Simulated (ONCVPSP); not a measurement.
## Potentials for Zr compared

Generated with ld1.x 7.5 (TM, RRKJ, ultrasoft, PAW), atompaw 4.2 or ONCVPSP 4.0.1. The cutoff is in Ry: for ld1.x and atompaw files where the sum of valence levels is converged to 10 mRy in a Bessel basis, for ONCV files where the hardest occupied wave has 1 mHa per electron of residual kinetic energy. The error is the largest all-electron minus pseudo excitation energy over each file’s own four to seven test configurations (ionisations up to +4, promotions, holes and added fractions of an electron), all of which were solved. The labels leave out finer settings (local radius, basis sizes, second energies), which also bear on the numbers. Spin-polarised tests are not counted. The rows are a selection from randomly drawn settings: files with unsolved tests, undetermined cutoffs or missed reference levels are left out.

A true bound ghost makes a file unfit for plane-wave use even where its test errors are small: the radial tests pick states by their node count and pass the ghost by.

| potential | cutoff (Ry) | largest error (meV) | bound ghosts |
| --- | --- | --- | --- |
| ONCV, PBE, scalar-relativistic, rc 3.25/2.75/2.05 (spd), local smoothed, core correction yes, reference 4d2 5s1, qcut 2.3/3.6/5.1, projectors 3/2/2 | 28 | -460 | p |
| ONCV, PBE, fully relativistic, rc 2.40/1.50/2.55 (spd), local smoothed, core correction no, reference 4p6 4d2 5s2, qcut 3.1/5.9/6.2, projectors 2/2/3 | 75 | +105 | s |
| ONCV, PBE, scalar-relativistic, rc 1.95/2.25/2.30 (spd), local smoothed, core correction no, reference 4s2 4p6 4d2 5s2, qcut 7.9/5.4/7.4, projectors 2/3/2 | 36 | -4.3 | none |
| ONCV, PBE, scalar-relativistic, rc 2.94/2.12/1.80 (spd), local smoothed, core correction no, reference 4p6 4d2 5s1.75 5p0.25, qcut 2/5.5/4.4, projectors 2/3/1 | 74 | -19 | s |
| ONCV, PBE, scalar-relativistic, rc 1.70/2.00/1.70 (spd), local d, core correction yes, reference 4s2 4p6 4d2, qcut 8.4/5.8/8.5, projectors 3/2/0 | 43 | -42 | none |
| ONCV, PBEsol, scalar-relativistic, rc 2.30/2.15/1.75 (spd), local d, core correction yes, reference 4s2 4p6 4d2 5s2, qcut 4.2/5.6/5.9, projectors 2/1/0 | 29 | +45 | none |

(1) Fill in the row for Zr: ONCV, PBE, scalar-relativistic, rc 1.85/1.60/1.60 (spd), local d, core correction yes, reference 4s2 4p6 4d2 5s1, qcut 7.3/9.2/5.3, projectors 3/3/0.

(2) Fill in the row for Zr: ONCV, PBE, scalar-relativistic, rc 2.95/2.55/1.85 (spd), local smoothed, core correction yes, reference 4d2 5s2, qcut 2/2.7/4.7, projectors 2/2/2.

Results:

(1) cutoff 49 Ry, largest error -2.7 meV, bound ghosts: none.

(2) cutoff 39 Ry, largest error -205 meV, bound ghosts: s, p.
